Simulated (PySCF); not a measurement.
CH3GeNO (SMILES O=C=[N][GeH3]), singlet, geometry from GFN2-xTB; HF/6-31G, TDA (PySCF).

Here is a job for PySCF.
```python
from pyscf import gto, scf, tdscf

mol = gto.Mole()
mol.atom = '''
    Ge   -1.106318   -0.058909   -0.012907
    N     0.672749    0.035822    0.007849
    C     1.858375    0.098955    0.021681
    O     3.012279    0.160398    0.035143
    H    -1.508030   -0.572885    1.329525
    H    -1.590751    1.330066   -0.265377
    H    -1.456754   -0.999753   -1.117296
'''
mol.basis = '6-31g'
mol.charge = 0
mol.spin = 0
mol.verbose = 4
mol.build()

mf = scf.RHF(mol)
mf.kernel()
td = mf.TDA()
td.nstates = 5
td.kernel()
td.analyze()
```

What the program printed (banner, timings and long lists left out):

```
PySCF version 2.14.0

[INPUT] verbose = 4
[INPUT] num. atoms = 7
[INPUT] num. electrons = 56
[INPUT] charge = 0
[INPUT] spin (= nelec alpha-beta = 2S) = 0
[INPUT] symmetry False subgroup None
[INPUT] Mole.unit = angstrom
[INPUT] Symbol           X                Y                Z      unit          X                Y                Z       unit  Magmom
[INPUT]  1 Ge    -1.106318000000  -0.058909000000  -0.012907000000 AA   -2.090638026677  -0.111321876272  -0.024390695090 Bohr   0.0
[INPUT]  2 N      0.672749000000   0.035822000000   0.007849000000 AA    1.271311360575   0.067693769234   0.014832460352 Bohr   0.0
[INPUT]  3 C      1.858375000000   0.098955000000   0.021681000000 AA    3.511819786739   0.186997848656   0.040971152107 Bohr   0.0
[INPUT]  4 O      3.012279000000   0.160398000000   0.035143000000 AA    5.692382320779   0.303108290928   0.066410645196 Bohr   0.0
[INPUT]  5 H     -1.508030000000  -0.572885000000   1.329525000000 AA   -2.849763687628  -1.082595750871   2.512438125762 Bohr   0.0
[INPUT]  6 H     -1.590751000000   1.330066000000  -0.265377000000 AA   -3.006083722378   2.513460467596  -0.501489849759 Bohr   0.0
[INPUT]  7 H     -1.456754000000  -0.999753000000  -1.117296000000 AA   -2.752866090865  -1.889259362212  -2.111383440072 Bohr   0.0

nuclear repulsion = 231.114530929756
number of shells = 32
number of NR pGTOs = 168
number of NR cGTOs = 60
basis = 6-31g
ecp = {}

******** <class 'pyscf.scf.hf.RHF'> ********
method = RHF
initial guess = minao
damping factor = 0
level_shift factor = 0
DIIS = <class 'pyscf.scf.diis.CDIIS'>
diis_start_cycle = 1
diis_space = 8
diis_damp = 0
SCF conv_tol = 1e-09
SCF conv_tol_grad = None
SCF max_cycles = 50
direct_scf = True
direct_scf_tol = 1e-13
Set gradient conv threshold to 3.16228e-05
Initial guess from minao.
init E= -2244.04265535344
  HOMO = -0.320390853024057  LUMO = 0.0704806996617355  gap/eV = 10.63616
cycle= 1 E= -2243.77996069542  delta_E= 0.263  |g|= 0.604  |ddm|= 2.85
  HOMO = -0.412459340339148  LUMO = 0.0900377495816294  gap/eV = 13.67364
cycle= 2 E= -2243.83401094042  delta_E= -0.0541  |g|= 0.437  |ddm|= 0.859
  HOMO = -0.426934372610021  LUMO = 0.104371969591316  gap/eV = 14.45758
cycle= 3 E= -2243.86963567185  delta_E= -0.0356  |g|= 0.0675  |ddm|= 0.345
  HOMO = -0.424677521376738  LUMO = 0.106242531245471  gap/eV = 14.44707
cycle= 4 E= -2243.87064036306  delta_E= -0.001  |g|= 0.0296  |ddm|= 0.0904
  HOMO = -0.421601787886851  LUMO = 0.109011091557504  gap/eV = 14.43871
cycle= 5 E= -2243.87085412303  delta_E= -0.000214  |g|= 0.00457  |ddm|= 0.032
  HOMO = -0.423038526004909  LUMO = 0.108604574651658  gap/eV = 14.46675
cycle= 6 E= -2243.87086033578  delta_E= -6.21e-06  |g|= 0.000907  |ddm|= 0.00679
  HOMO = -0.422875226686128  LUMO = 0.108494619793193  gap/eV = 14.45931
cycle= 7 E= -2243.87086067432  delta_E= -3.39e-07  |g|= 0.000235  |ddm|= 0.00175
  HOMO = -0.422850251474887  LUMO = 0.108500502133546  gap/eV = 14.45879
cycle= 8 E= -2243.87086069905  delta_E= -2.47e-08  |g|= 6.44e-05  |ddm|= 0.000442
  HOMO = -0.422847360724048  LUMO = 0.108503647634477  gap/eV = 14.45880
cycle= 9 E= -2243.87086070005  delta_E= -9.95e-10  |g|= 2.02e-05  |ddm|= 7.77e-05
  HOMO = -0.422846405728111  LUMO = 0.108502244940467  gap/eV = 14.45873
Extra cycle  E= -2243.87086070015  delta_E= -1.03e-10  |g|= 9.31e-06  |ddm|= 2.59e-05
converged SCF energy = -2243.87086070015

******** <class 'pyscf.tdscf.rhf.TDA'> for <class 'pyscf.scf.hf.RHF'> ********
nstates = 5 singlet
deg_eia_thresh = 1.000e-03
wfnsym = None
conv_tol = 1e-05
eigh lindep = 1e-12
eigh level_shift = 0
eigh max_cycle = 100

Excitation energies (eV)
[8.12601933 8.36775486 8.36775492 8.75960838 8.75960852]

** Singlet excitation energies and oscillator strengths **
Excited State   1:      8.12602 eV    152.58 nm  f=0.0000
      25 -> 33       -0.12189
      26 -> 34        0.12189
      27 -> 31       -0.18497
      27 -> 33        0.20705
      27 -> 34        0.35537
      27 -> 36        0.12490
      28 -> 30        0.18497
      28 -> 33       -0.35537
      28 -> 34        0.20705
      28 -> 37       -0.12490
Excited State   2:      8.36775 eV    148.17 nm  f=0.0023
      25 -> 33       -0.10790
      26 -> 34       -0.10790
      27 -> 31        0.20845
      27 -> 34       -0.40887
      27 -> 37        0.10269
      28 -> 30        0.20845
      28 -> 33       -0.40887
      28 -> 36       -0.10269
Excited State   3:      8.36775 eV    148.17 nm  f=0.0023
      25 -> 34        0.10790
      26 -> 33       -0.10790
      27 -> 30        0.20845
      27 -> 33       -0.40887
      27 -> 36       -0.10269
      28 -> 31       -0.20845
      28 -> 34        0.40887
      28 -> 37       -0.10269
Excited State   4:      8.75961 eV    141.54 nm  f=0.0005
      27 -> 29        0.61031
      27 -> 32        0.11383
      27 -> 35        0.14952
      28 -> 29        0.23053
Excited State   5:      8.75961 eV    141.54 nm  f=0.0005
      27 -> 29        0.23053
      28 -> 29       -0.61031
      28 -> 32       -0.11383
      28 -> 35       -0.14952

** Transition electric dipole moments (AU) **
state          X           Y           Z        Dip. S.      Osc.
  1         0.0000     -0.0000     -0.0000      0.0000      0.0000
  2         0.0029     -0.0325     -0.1019      0.0114      0.0023
  3        -0.0050      0.1018     -0.0326      0.0114      0.0023
  4        -0.0025      0.0467     -0.0020      0.0022      0.0005
  5         0.0007     -0.0020     -0.0468      0.0022      0.0005

** Transition velocity dipole moments (imaginary part, AU) **
state          X           Y           Z        Dip. S.      Osc.
  1        -0.0000      0.0000     -0.0000      0.0000      0.0000
  2         0.0007     -0.0077     -0.0242      0.0006      0.0014
  3        -0.0012      0.0242     -0.0077      0.0006      0.0014
  4        -0.0044      0.0839     -0.0036      0.0071      0.0146
  5         0.0012     -0.0035     -0.0840      0.0071      0.0146

** Transition magnetic dipole moments (imaginary part, AU) **
state          X           Y           Z
  1        -0.1503     -0.0080     -0.0018
  2        -0.0022      0.0439     -0.0141
  3        -0.0013      0.0140      0.0440
  4         0.0099     -0.0301     -0.7125
  5         0.0375     -0.7116      0.0305
```
